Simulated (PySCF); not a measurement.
HO₂, SMILES [O]O (connectivity only; charge and spin as stated), charge -1, multiplicity 1.

Coordinates come from a B3LYP-D3(BJ)/def2-TZVPD optimisation. The multiplicity is an assumed one; other spin states were not compared. The isomer is the one that the SMILES or the coordinates give; other isomers of the formula were not compared.

Level of theory: PySCF with PBE0/def2-TZVPD.

The molecule is in vacuum. A positive occupied level means that this level leaves the electron formally unbound; only the finite basis holds it.

Computed frontier levels, gap, dipole moment and polarisability:
```
Item                                                               Value
------------------------------------------------  ----------------------
highest occupied level                                           1.23 eV
lowest empty level                                               4.92 eV
orbital gap                                                      3.69 eV
dipole moment about the centre of nuclear charge                  2.83 D
mean static polarisability                          26.3 bohr³ (3.90 Å³)
polarisability, principal values                  23.4, 24.3, 31.3 bohr³
```
